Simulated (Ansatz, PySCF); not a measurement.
Process, species as SMILES: [Br][Sn][Br] → [Br][Sn][Br] as doublet, charge +1 + e-
Each molecule is optimised on its own at B3LYP-D3(BJ)/def2-TZVP (Ansatz, an electronic-structure program). A spin state is the lowest found, not a proven ground state.
Geometry of the first species:
SMILES: [Br][Sn][Br]
```xyz
3

Sn     0.0111    -0.0013     0.9566
Br     0.9780     1.6801    -0.6925
Br    -0.9940    -1.6782    -0.6740
```
Charge 0, spin multiplicity 1.

Wanted: adiabatic ionisation energy (electronic energy difference), in eV. Correlated levels leave the core frozen unless marked. Open shells are spin-unrestricted. Spin-orbit coupling is left out. The frozen core is the preceding noble-gas configuration, with the filled d and f shells of earlier blocks. In def2 rows, elements after Kr have scalar-relativistic effective core potentials. CBS(X,Y): correlation extrapolated as X^-3; Hartree-Fock from the larger set. The bracket is a focal-point correction in the basis named.

```
level                                                                 program  adiabatic ionisation energy (eV)
-------------------------------------------------------------  --------------  --------------------------------
PBE0-D3(BJ)/def2-TZVP                                          Ansatz + dftd3                        (withheld)
PBE0/def2-QZVPP                                                        Ansatz                              9.42
BHLYP-D3(BJ)/def2-TZVPD                                        Ansatz + dftd3                        (withheld)
PW6B95/def2-TZVPD                                                       PySCF                        (withheld)
SCS-MP2/def2-TZVPPD                                                    Ansatz                              9.42
RI-MP2/CBS(def2-TZVPPD,def2-QZVPPD)+[CCSD(T)-MP2]/def2-TZVPPD          Ansatz                              9.51
```

### Question
Some entries are withheld; supply them.

### Answer

- PBE0-D3(BJ)/def2-TZVP, adiabatic ionisation energy (eV): 9.43
- BHLYP-D3(BJ)/def2-TZVPD, adiabatic ionisation energy (eV): 9.50
- PW6B95/def2-TZVPD, adiabatic ionisation energy (eV): 9.47
